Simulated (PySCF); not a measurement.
C₆H₉NSi.
Atom-mapped SMILES: `[SiH3:1][CH2:2][c:3]1[cH:4][cH:5][n:6][cH:7][cH:8]1` (hydrogens: H9, H10, H11 on Si1; H12, H13 on C2; H14 on C4; H15 on C5; H16 on C7; H17 on C8)

Structure used (PBE0-D3(BJ)/def2-SVP), in Å, numbered top down from 1:
```
atom  x, y, z in Å
Si1   -2.4322   -0.1782   -0.8259
C2    -1.1858   -0.9080    0.4061
C3     0.1695   -0.2960    0.2393
C4     0.5259    0.8878    0.8959
C5     1.7861    1.4381    0.6734
N6     2.6938    0.9070   -0.1417
C7     2.3579   -0.2166   -0.7701
C8     1.1263   -0.8502   -0.6187
H9    -1.9651   -0.4292   -2.2222
H10   -3.7697   -0.8181   -0.6310
H11   -2.5549    1.2941   -0.6069
H12   -1.1502   -1.9972    0.2464
H13   -1.5747   -0.7373    1.4226
H14   -0.1724    1.3771    1.5799
H15    2.0746    2.3623    1.1879
H16    3.1137   -0.6476   -1.4373
H17    0.9153   -1.7732   -1.1650
```

The closed-shell ground state was solved at several levels (PySCF, density fitting, gas phase, non-relativistic).

```csv
level,basis functions,HOMO (eV),LUMO (eV),gap (eV),dipole (D)
PBE0/pcSseg-1,188,-7.36,-0.79,6.57,2.65
wB97X-D/def2-SVPD,236,-9.29,0.89,10.18,2.70
```

What might wB97X-D/pcSseg-1 (188 basis functions) give for the same quantities?

HOMO -9.30 eV, LUMO 0.94 eV, gap 10.24 eV, dipole 2.69 D.

Over all these levels, which gives the widest orbital gap and which the narrowest?

wB97X-D/pcSseg-1 (range-separated hybrid) has the widest, 10.24 eV, and PBE0/pcSseg-1 (global hybrid, 25 % exact exchange) the narrowest, 6.57 eV. The two share the basis. From the narrowest to the widest the HOMO moves by -1.94 eV and the LUMO by +1.73 eV.

How far do the dipole and the HOMO energy spread over the levels?

The dipole runs from 2.65 to 2.70 D (mean 2.68 D) and the HOMO from -9.30 to -7.36 eV.

One conformer stands for the species.
